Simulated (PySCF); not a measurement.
## Electric field gradients and quadrupole coupling constants

C₆H₁₁NOSi.
Cartesian coordinates in Å at the GFN2-xTB level; atoms count from 1:
```
atom  x, y, z in Å
H1     4.067   -0.924   -0.131
N2     3.689   -0.563    0.747
C3     2.860    0.369    0.610
C4     2.354    0.971   -0.651
Si5    0.673    0.209   -1.115
O6    -0.267    0.669    0.127
C7    -1.562    0.387    0.385
C8    -2.204   -0.146    1.621
C9    -2.415   -0.832    0.300
C10   -2.775    0.399   -0.484
H11    2.435    0.769    1.526
H12    2.243    2.048   -0.533
H13    3.048    0.779   -1.469
H14    0.751   -1.250   -1.218
H15    0.190    0.760   -2.385
H16   -3.025    0.405    2.069
H17   -1.562   -0.636    2.341
H18   -2.256   -1.842   -0.005
H19   -3.638    0.984   -0.183
H20   -2.611    0.375   -1.554
```

Field gradients from the PBE0/pcSseg-1 density (PySCF, non-relativistic), principal values in atomic units, ordered |Vxx| ≤ |Vyy| ≤ |Vzz|:

```json
{"atom": "N2", "Vxx": "0.3497", "Vyy": "0.6637", "Vzz": "-1.0135"}
{"atom": "O6", "Vxx": "-0.5511", "Vyy": "-1.1621", "Vzz": "1.7133"}
```

Q: Find the asymmetry η = (Vxx − Vyy)/Vzz and the couplings χ = eQV/h (234.96 MHz × Q in barn × V in au), with Q(14N) = 0.02044 b, Q(17O) = −0.0256 b.

A: 
| atom | environment | nucleus | η | χzz (MHz) | χxx (MHz) | χyy (MHz) |
| --- | --- | --- | --- | --- | --- | --- |
| N2 | imine nitrogen | 14N | 0.31 | -4.867 | 1.680 | 3.188 |
| O6 | silyl ether oxygen | 17O | 0.36 | -10.31 | 3.32 | 6.99 |

The tensor is traceless: Vxx + Vyy + Vzz = 0.

Q: What is Vzz at N2 in SI units (1 au = 9.71736 × 10²¹ V/m²)?

A: -1.0135 au = -9.848 × 10²¹ V/m².

Q: And the gradient at the other heavy atoms, for which no coupling is worked out here?

A: 
```
atom                    environment  Vzz (au)     η
  C3                   imine carbon     0.429  0.36
  C4    sp3 carbon bound to silicon    -0.066  0.83
 Si5           oxygen-bound silicon     0.457  0.41
  C7     sp3 carbon bound to oxygen     0.412  0.43
  C8     three-membered-ring carbon     0.138  0.80
  C9  sp3 carbon at a ring junction    -0.235  0.16
 C10     three-membered-ring carbon     0.138  0.50
```

Were the hydrogens deuterons (Q(2H) = 0.00286 b), χzz would run from 105 kHz (H15 and H14) to 257 kHz (H1).

Geometry: GFN2-xTB, one conformer, isolated molecule. GFN2-xTB bond lengths can be off by several hundredths of an ångström, more for odd bonds, and the gradients follow them. These gradients aren't converged with respect to the basis.
